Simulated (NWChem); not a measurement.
Species: CH$_{3}$Si cation

```xyz
5

C     -0.0628     1.1145     0.0000
Si     0.0738    -0.5970     0.0000
H      0.1356     1.6847    -0.9243
H      0.1356     1.6847     0.9243
H     -0.9273    -1.6983     0.0000
```
Atoms are numbered in this order, from 1.

Computed with NWChem. Pople sets run with spherical d functions. The geometry was optimised at PBE0/def2-SVP.

For level B3LYP/6-31G*:

highest occupied level (eV): -13.66
orbital gap (eV): 4.00

Question: Estimate the same quantities for level PBE/6-31G*.

Answer: 
| Property | Result |
|---|---|
| highest occupied level (eV) | -12.90 |
| orbital gap (eV) | 2.55 |
